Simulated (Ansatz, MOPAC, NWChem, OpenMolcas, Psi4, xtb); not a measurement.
How methods differ on GeNH4Cl (SMILES [NH2][GeH2][Cl])

The runs start from one conformer, not always the lowest.

GeNH4Cl, singlet, SMILES `[NH2][GeH2][Cl]`. Each level relaxes the structure for itself.

Each level gives the highest harmonic wavenumber at each level's own minimum (cm⁻¹). The values are calculated.

```
                                  level            kind     program  value (cm⁻¹)
                                    AM1  semi-empirical       MOPAC          3622
                                   MNDO  semi-empirical       MOPAC          3725
                                    PM3  semi-empirical       MOPAC          3576
                               GFN2-xTB  semi-empirical         xtb          3442
                               HF/3-21G    Hartree–Fock  OpenMolcas          3835
        HF/6-31G* (spherical functions)    Hartree–Fock      NWChem          3857
        HF/6-31G* (Cartesian functions)    Hartree–Fock  OpenMolcas          3864
                      PBE0-D4/def2-TZVP   global hybrid      Ansatz          3661
B3LYP-D3(BJ)/def2-SVP (density fitting)   global hybrid        Psi4          3623
```

All-electron rows without a relativistic Hamiltonian named are non-relativistic. Harmonic and unscaled. The values span 3442 to 3864 cm⁻¹.
